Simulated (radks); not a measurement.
Values are calculated unless marked as measured or tabulated.
Q: The mean radii <r> (bohr) of the occupied orbitals of an atom or ion are listed with their occupations. Code: a radial shooting solver on a logarithmic mesh with Libxc functionals. Model: Dirac Kohn-Sham, PBE, spin-unpolarised, spherical densities, point nucleus.

| orbital | occ. | <r> |
|---|---|---|
| 1s1/2 | 2 | 0.1113 |
| 2s1/2 | 2 | 0.5679 |
| 2p1/2 | 2 | 0.5361 |
| 2p3/2 | 4 | 0.5383 |
| 3s1/2 | 2 | 2.163 |
| 3p1/2 | 0.666667 | 2.789 |
| 3p3/2 | 1.33333 | 2.798 |

Name the element and its charge. Open shells, if any, are shared by 2j + 1.

A: Z = 14, silicon, charge 0: Si in [Ne] 3s2 3p2. The 1s radius gives Z: for a bare nucleus <r> = (2 gamma + 1)/(2Z) with gamma = sqrt(1 - (Z/c)^2), 0.1068 bohr for Z = 14, and screening makes it slightly larger (0.1113 here). The occupations add up to 14, and the charge is Z minus that.
